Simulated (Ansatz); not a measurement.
System: sum formula HSiO₂F₂, charge 0, multiplicity 2. It need not be the lowest isomer of its formula. SMILES: F[Si](O)(F)[O]
Geometry from a B3LYP-D3(BJ)/def2-TZVP (Ansatz, an electronic-structure program) optimisation:
```
Si
F 1 1.5738
F 1 1.5800 2 106.85
O 1 1.6155 2 107.46 3 123.06
H 4 0.9614 1 120.05 2 -176.79
O 1 1.6504 2 113.29 3 -119.45
```
Charge 0, spin multiplicity 2.

Parts of the frozen-core correlation energy in 6-31G* (Ansatz, hartree). Frozen orbitals: 9; correlated occupied orbitals by spin: 16 and 15; virtual: 56 and 57. UHF or UKS for open shells. No spin-orbit coupling. No relativistic terms.

```csv
term,value
reference (HF),-638.28092
MP2 opposite-spin,[?]
MP2 same-spin,[?]
CCSD correlation,-0.75403
(T),[?]
T1 diagnostic,0.015
largest doubles amplitude,0.014
<S^2> of the reference,0.755
```

**Question.** Fill in the missing entries.

**Answer.** 
- MP2 opposite-spin, value: -0.53164
- MP2 same-spin, value: -0.20263
- (T), value: -0.01314
